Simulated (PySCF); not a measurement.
## Ionisation energy of Ni by level of theory

Ni [Ar] 3d8 4s2 (3F) → Ni+ [Ar] 3d9 (2D), as a difference of total energies. All numbers are calculated (PySCF 2.14, the spin-free X2C one-electron Hamiltonian (Gaussian nucleus), in x2c-TZVPPall (6s5p4d2f1g, 64 functions)). Correlated levels: valence: [Ar] frozen. The calculations carry no spin-orbit coupling.

Order these methods by the ionisation energy they give, lowest first.
A. CCSD(T) (valence)
B. UHF
C. SCS-MP2 (valence)
D. CCSD (valence)

C (7.136 eV), A (7.751 eV), D (7.776 eV), B (8.223 eV).

A first-order spin-orbit estimate (lowest level to lowest level, LS coupling) adds 0.048 eV.

Errors of the correlated levels include the incompleteness of this basis and the frozen core.

For comparison: 7.640 eV (measured; NIST Atomic Spectra Database, ionization energies).
